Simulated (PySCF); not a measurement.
## Functional benchmark on one molecule

Molecule: SMILES [BH3-][N+](CC)(CC)CC, C6H18BN.

Molfile (atoms numbered from 1):
```
C6H18BN
     RDKit          3D

 26 25  0  0  0  0  0  0  0  0999 V2000
   -0.1397   -0.5249   -1.8542 B   0  0  0  0  0  0  0  0  0  0  0  0
    0.1454    0.1185   -0.3660 N   0  0  0  0  0  0  0  0  0  0  0  0
   -0.4420   -0.7364    0.7024 C   0  0  0  0  0  0  0  0  0  0  0  0
   -1.9483   -0.8714    0.6681 C   0  0  0  0  0  0  0  0  0  0  0  0
   -0.4495    1.4853   -0.3737 C   0  0  0  0  0  0  0  0  0  0  0  0
   -0.3313    2.2929    0.9047 C   0  0  0  0  0  0  0  0  0  0  0  0
    1.6153    0.2384   -0.1427 C   0  0  0  0  0  0  0  0  0  0  0  0
    2.4197   -1.0345   -0.2969 C   0  0  0  0  0  0  0  0  0  0  0  0
   -1.3110   -0.2937   -2.1230 H   0  0  0  0  0  0  0  0  0  0  0  0
    0.6250    0.0615   -2.6144 H   0  0  0  0  0  0  0  0  0  0  0  0
    0.0851   -1.7261   -1.7830 H   0  0  0  0  0  0  0  0  0  0  0  0
   -0.1104   -0.3449    1.6800 H   0  0  0  0  0  0  0  0  0  0  0  0
    0.0106   -1.7275    0.5766 H   0  0  0  0  0  0  0  0  0  0  0  0
   -2.4662    0.0748    0.8838 H   0  0  0  0  0  0  0  0  0  0  0  0
   -2.2542   -1.5947    1.4381 H   0  0  0  0  0  0  0  0  0  0  0  0
   -2.2864   -1.2402   -0.3091 H   0  0  0  0  0  0  0  0  0  0  0  0
    0.0281    2.0069   -1.2154 H   0  0  0  0  0  0  0  0  0  0  0  0
   -1.5012    1.3614   -0.6582 H   0  0  0  0  0  0  0  0  0  0  0  0
    0.7094    2.5062    1.1884 H   0  0  0  0  0  0  0  0  0  0  0  0
   -0.8284    1.8086    1.7587 H   0  0  0  0  0  0  0  0  0  0  0  0
   -0.8281    3.2619    0.7498 H   0  0  0  0  0  0  0  0  0  0  0  0
    1.7728    0.6558    0.8660 H   0  0  0  0  0  0  0  0  0  0  0  0
    1.9677    0.9826   -0.8710 H   0  0  0  0  0  0  0  0  0  0  0  0
    2.1386   -1.8070    0.4333 H   0  0  0  0  0  0  0  0  0  0  0  0
    3.4796   -0.7946   -0.1249 H   0  0  0  0  0  0  0  0  0  0  0  0
    2.3132   -1.4533   -1.3049 H   0  0  0  0  0  0  0  0  0  0  0  0
  1  2  1  0
  2  3  1  0
  3  4  1  0
  2  5  1  0
  5  6  1  0
  2  7  1  0
  7  8  1  0
  1  9  1  0
  1 10  1  0
  1 11  1  0
  3 12  1  0
  3 13  1  0
  4 14  1  0
  4 15  1  0
  4 16  1  0
  5 17  1  0
  5 18  1  0
  6 19  1  0
  6 20  1  0
  6 21  1  0
  7 22  1  0
  7 23  1  0
  8 24  1  0
  8 25  1  0
  8 26  1  0
M  CHG  2   1  -1   2   1
M  END
```

Geometry PBE0-D3(BJ)/def2-SVP throughout; GIAO in PySCF 2.14, gas phase, one conformer, non-relativistic; equivalent atoms averaged; basis pcSseg-1.

Reference values (measured; solution, CDCl3; H. S. Rzepa et al., J. Org. Chem. 2018, An accessible method for DFT calculation of 11B NMR shifts): δ(B1) = -14.0 ppm vs BF3.OEt2. Computed shifts are taken against BF3·OEt2, calculated as an isolated molecule at each level.

How do the functionals HF, BP86, KT2, B97-D, B3LYP, PBE0, mPW1PW91, WP04, wB97X-D, LC-wPBE perform against the reference? Times are CPU seconds on shared hosts with different chips, so compare them loosely.

Results:


| functional | kind | B1 | abs. error B | core-s |
| --- | --- | --- | --- | --- |
| HF | Hartree–Fock | -9.3 | 4.7 | 34 |
| BP86 | GGA | -16.7 | 2.7 | 100 |
| KT2 | GGA | -16.1 | 2.1 | 60 |
| B97-D | GGA | -14.7 | 0.7 | 100 |
| B3LYP | global hybrid | -14.2 | 0.2 | 47 |
| PBE0 | global hybrid | -15.5 | 1.5 | 45 |
| mPW1PW91 | global hybrid | -15.2 | 1.2 | 70 |
| WP04 | global hybrid | -12.1 | 1.9 | 70 |
| wB97X-D | range-separated hybrid | -15.0 | 1.0 | 92 |
| LC-wPBE | range-separated hybrid | -17.3 | 3.3 | 87 |

For ¹¹B the closest is B3LYP (0.2 ppm) and the furthest HF (4.7 ppm). One molecule is a small sample, and vibrational and solvent effects are absent from the calculation.
